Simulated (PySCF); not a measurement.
# Co²⁺: ionisation energy

Co²⁺ [Ar] 3d7 (4F) → Co³⁺ [Ar] 3d6 (5D), as a difference of total energies. All numbers are calculated (PySCF 2.14, the spin-free X2C one-electron Hamiltonian (Gaussian nucleus), in x2c-SVPall). Correlated levels: valence: [Ar] frozen. The calculations carry no spin-orbit coupling.

```json
{"method": "UHF", "ionisation energy (eV)": "31.460"}
{"method": "LDA", "ionisation energy (eV)": "34.727"}
{"method": "MN15", "ionisation energy (eV)": "33.675"}
{"method": "MP2 (valence)", "ionisation energy (eV)": "32.771"}
{"method": "SCS-MP2 (valence)", "ionisation energy (eV)": "32.741"}
```

Q: How much does correlation contribute at MP2 (valence)?

A: 32.771 − (31.460) = 1.311 eV, measured against UHF.

The reference lies between the lowest fine-structure levels, while these numbers refer to the centres of the terms.

Errors of the correlated levels include the incompleteness of this basis and the frozen core.

For comparison: 33.5 ± 0.06 eV (semi-empirical (NIST evaluation); NIST Atomic Spectra Database, ionization energies).
